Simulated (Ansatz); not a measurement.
Isolated molecules relaxed with PBE0-D4/def2-TZVP in Ansatz; ΔE leaves out vibrations. CBS: MP2 limit from def2 TZ/QZ plus the TZ coupled-cluster correction, frozen cores. Functionals use def2-TZVPP. One conformer a species, not always the lowest.

Reaction (cleavage of the Si–Si bond): `Cl[SiH2][SiH](Cl)Cl` + `C=CNC` → `C=CN(C)[SiH2]Cl` + dichlorosilane

**Question.** Is it downhill or uphill in electronic energy at CCSD(T)/CBS, and by how much? (An estimate is asked.)

**Answer.** Computed: Downhill: ΔE = -19.2 kcal/mol.

**Question.** What do these levels give: PBE-D4, r2SCAN-D4, r2SCAN, MP2/def2-TZVPP, MP2/def2-QZVPP, HF/CBS(def2)? (Best estimate.)

**Answer.** Computed: PBE-D4 -13.3, r2SCAN-D4 -16.8, r2SCAN -16.6, MP2/def2-TZVPP -22.0, MP2/def2-QZVPP -21.7, HF/CBS(def2) -19.9 kcal/mol.

**Question.** What do rigid-rotor, harmonic-oscillator terms from PBE0-D4/def2-TZVP frequencies (298.15 K, 1 bar) make of the CCSD(T)/CBS value? (Estimate.)

**Answer.** Computed: ΔZPE = -0.7 kcal/mol, ΔH = -20.5 kcal/mol, ΔS = -26 J/(mol·K), ΔG = -18.7 kcal/mol. Modes under 50 cm⁻¹ make the entropy rough.

Largest T1 diagnostic among the species: 0.011.

The D4 term adds −0.8 kcal/mol with B3LYP and −0.4 kcal/mol with PBE0; it sums over pairs of atoms, weighted by their polarisabilities, and B3LYP, whose exchange is more repulsive, gets the larger term. From BLYP to BHLYP (50 % exact exchange), in def2-TZVPP and without D4, ΔE moves by −3.7 kcal/mol.

B3LYP here is the variant with VWN-RPA as its local correlation; programs differ in this.
